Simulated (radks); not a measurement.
Results of a calculation; reference values are marked as such.
The bromine anion Br-, [Kr], held by a Watson sphere: a shell of charge +1 at radius R that stands for the Madelung well of a crystal (potential energy -1/R inside, -1/r outside, in hartree with lengths in bohr). Level of theory: scalar-relativistic Kohn-Sham, r2SCAN, spin-polarised, spherical densities, finite nucleus; meta-GGA in the generalised Kohn-Sham scheme; Fermi nuclear charge, rms radius of each element as measured or else 0.836 A^(1/3) + 0.57 fm (a radial shooting solver on a logarithmic mesh with Libxc functionals).

| R (bohr) | e(3d) (eV) | e(4s) (eV) | e(4p) (eV) | <r> 4p (bohr) | sum of <r^2> (bohr^2) | X-ray form factor at sin(theta)/lambda = 0.2 1/angstrom |
|---|---|---|---|---|---|---|
| 2.46 | -66.559 | -20.701 | -8.401 | 2.140 | 46.57 | 27.850 |
| 2.5 | -66.520 | -20.632 | -8.347 | 2.145 | 46.73 | 27.843 |
| 3.56 | -65.447 | -19.037 | -6.911 | 2.232 | 50.03 | 27.747 |
| 3.77 | -65.228 | -18.770 | -6.648 | 2.243 | 50.48 | 27.741 |
| 4.03 | -64.962 | -18.459 | -6.340 | 2.255 | 50.97 | 27.736 |
| 4.34 | -64.656 | -18.116 | -5.996 | 2.266 | 51.46 | 27.733 |
| 4.43 | -64.570 | -18.022 | -5.901 | 2.269 | 51.58 | 27.733 |
